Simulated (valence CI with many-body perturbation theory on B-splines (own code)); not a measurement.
The numbers below are computed, except where a source is named.
**Os XLIV: magnetic and hyperfine properties of the levels**

Level of theory: valence CI with perturbative core correlation (CI+MBPT): five valence electrons over a frozen Dirac-Fock core [Ar] 3d10, a basis of 11 s, 11 p, 10 d, 8 f, 5 g, 2 h functions for each j, with the one-electron correlation potential Σ1 (screened to all orders), the two-electron term Σ2, the three-electron term Σ3, Breit, model QED; selected single and double excitations, second order for the rest, scaled by the run's own slope (own B-spline code, finite nucleus).

The last digits are not significant, and no measured levels were compared; by estimate large intervals hold to a few tenths of a per cent, small ones and those within an open d or f shell to about a per cent. Among the levels kept, up to 2200 cm⁻¹ of a level comes from second order outside the variational space, and about a tenth of that is noise between levels of different J, which matters for small intervals.

A/g_I is the dipole constant over the nuclear g factor μ/I (μ in nuclear magnetons, uniformly magnetised nucleus), B/Q the quadrupole constant per barn. Both hold the static response of the core; the bare values leave it out. Large factors of s and p1/2 electrons are usually good to 5 to 10 %; those of open d and f shells near neutrality can be off by tens of per cent, and small factors of p3/2, d and f electrons come from cancelling terms and can be off by a factor of two or in sign, in half-filled shells by more. B is blank for J = 1/2, where it vanishes, and for nearly pure S terms. Energies count from the lowest level.

Levels are named by their leading jj configuration (3d3/2^4 stands for four electrons in 3d with j = 3/2), which in mixed levels can hold well under half, so a name can repeat and another be missing. Letters in brackets count levels of one name in rising energy.

| Level | E (× 10³ cm⁻¹) | g | A/g_I (MHz) | A/g_I bare | B/Q (MHz/b) | B/Q bare |
| --- | --- | --- | --- | --- | --- | --- |
| (4s^2 4p1/2^2 4p3/2) J=3/2 | 0.00 | 1.360 | 61800 | 59400 | 121000 | 117000 |
| (4s^2 4p1/2 4p3/2^2) J=3/2 | 835.23 | 1.456 | -37600 | -37000 | 13600 | 13200 |
| (4s^2 4p1/2 4p3/2^2) J=5/2 | 880.97 | 1.195 | 166000 | 160000 | -261 | -237 |
| (4s^2 4p1/2 4p3/2^2) J=1/2 | 938.62 | 0.659 | 574000 | 557000 |  |  |
| (4s^2 4p1/2^2 4d3/2) J=3/2 | 1299.1 | 0.786 | 28800 | 29000 | 18100 | 18000 |
| (4s^2 4p1/2^2 4d5/2) J=5/2 | 1525.3 | 1.254 | 66900 | 65400 | 4770 | 4950 |
| (4s 4p1/2^2 4p3/2^2) J=5/2 | 1686.1 | 1.426 | 337000 | 326000 | 46200 | 44800 |
| (4s^2 4p3/2^3) J=3/2 | 1782.1 | 1.305 | 65300 | 62900 | -134000 | -130000 |
| (4s 4p1/2^2 4p3/2^2) J=1/2 | 1794.3 | 2.102 | 1670000 | 1620000 |  |  |
| (4s 4p1/2^2 4p3/2^2) J=3/2 | 1810.7 | 1.173 | -244000 | -236000 | -26000 | -25200 |
| (4s^2 4p1/2 4p3/2 4d3/2) J=5/2 [a] | 2129.3 | 0.961 | 125000 | 122000 | -16600 | -15900 |
| (4s^2 4p1/2 4p3/2 4d3/2) J=3/2 [a] | 2132.4 | 0.912 | 112000 | 109000 | -76300 | -73900 |
| (4s^2 4p1/2 4p3/2 4d3/2) J=1/2 [a] | 2134.6 | 0.202 | 223000 | 218000 |  |  |
| (4s^2 4p1/2 4p3/2 4d3/2) J=7/2 | 2175.3 | 1.043 | 121000 | 118000 | 125000 | 121000 |
| (4s^2 4p1/2 4p3/2 4d3/2) J=5/2 [b] | 2297.1 | 1.200 | 6890 | 6970 | 113000 | 110000 |
| (4s^2 4p1/2 4p3/2 4d3/2) J=3/2 [b] | 2308.2 | 1.197 | 24500 | 23600 | 11800 | 11300 |
| (4s^2 4p1/2 4p3/2 4d3/2) J=1/2 [b] | 2315.9 | 1.701 | 270000 | 260000 |  |  |
| (4s^2 4p1/2 4p3/2 4d5/2) J=7/2 [a] | 2316.8 | 1.310 | -28300 | -27200 | 137000 | 133000 |
| (4s^2 4p1/2 4p3/2 4d5/2) J=3/2 [a] | 2340.0 | 1.421 | -2610 | -1950 | -54500 | -52800 |
| (4s^2 4p1/2 4p3/2 4d5/2) J=5/2 [a] | 2366.1 | 1.154 | 162000 | 158000 | -95200 | -92100 |
| (4s^2 4p1/2 4p3/2 4d5/2) J=9/2 | 2367.9 | 1.193 | 91100 | 88500 | 128000 | 124000 |
| (4s^2 4p1/2 4p3/2 4d5/2) J=7/2 [b] | 2479.2 | 1.115 | 105000 | 102000 | 10400 | 10400 |
| (4s^2 4p1/2 4p3/2 4d5/2) J=5/2 [b] | 2480.3 | 1.241 | -28400 | -27300 | 20100 | 19800 |
| (4s^2 4p1/2 4p3/2 4d5/2) J=3/2 [b] | 2495.9 | 0.954 | 155000 | 151000 | 14200 | 13900 |
| (4s^2 4p1/2 4p3/2 4d5/2) J=1/2 | 2505.3 | 1.277 | -231000 | -222000 |  |  |
| (4s 4p1/2 4p3/2^3) J=3/2 [a] | 2586.5 | 1.450 | 253000 | 245000 | -107000 | -103000 |
| (4s 4p1/2 4p3/2^3) J=5/2 | 2646.9 | 1.281 | 441000 | 427000 | -149000 | -144000 |
| (4s 4p1/2 4p3/2^3) J=1/2 | 2731.5 | 1.320 | -527000 | -510000 |  |  |
| (4s 4p1/2 4p3/2^3) J=3/2 [b] | 2735.6 | 1.094 | 96700 | 93600 | -5570 | -5340 |
| (4s 4p1/2^2 4p3/2 4d3/2) J=5/2 [a] | 2937.5 | 1.146 | 143000 | 139000 | 57300 | 55300 |
| (4s 4p1/2^2 4p3/2 4d3/2) J=3/2 [a] | 2951.3 | 1.322 | 201000 | 195000 | -3580 | -3690 |
| (4s 4p1/2^2 4p3/2 4d3/2) J=1/2 [a] | 2952.1 | 2.486 | 933000 | 903000 |  |  |
| (4s 4p1/2^2 4p3/2 4d3/2) J=7/2 | 2964.5 | 1.254 | 234000 | 227000 | 110000 | 106000 |
| (4s^2 4p1/2^2 4f5/2) J=5/2 | 2968.4 | 1.000 | 127000 | 124000 | -5680 | -5830 |
| (4s 4p1/2^2 4p3/2 4d3/2) J=3/2 [b] | 3055.5 | 0.991 | 82500 | 80500 | -70900 | -68600 |
| (4s^2 4p1/2^2 4f7/2) J=7/2 | 3068.3 | 1.202 | 64400 | 63000 | -10400 | -10800 |
| (4s 4p1/2^2 4p3/2 4d3/2) J=1/2 [b] | 3123.5 | 0.550 | 235000 | 228000 |  |  |
| (4s 4p1/2^2 4p3/2 4d5/2) J=9/2 | 3126.3 | 1.365 | 220000 | 214000 | 127000 | 123000 |
| (4s^2 4p3/2^2 4d3/2) J=3/2 [a] | 3127.4 | 1.183 | 44200 | 42700 | -52700 | -51300 |
| (4s^2 4p3/2^2 4d3/2) J=1/2 | 3132.8 | 1.574 | 67100 | 63000 |  |  |

Take the isotope of mass number 187, with I = 1/2, μ = 0.06442 μN. What is the hyperfine structure of (4s^2 4p1/2^2 4p3/2) J=3/2?

From the table A = 7960 MHz. Shifts from the centre of gravity in MHz: F = 1: -9950, F = 2: 5970.
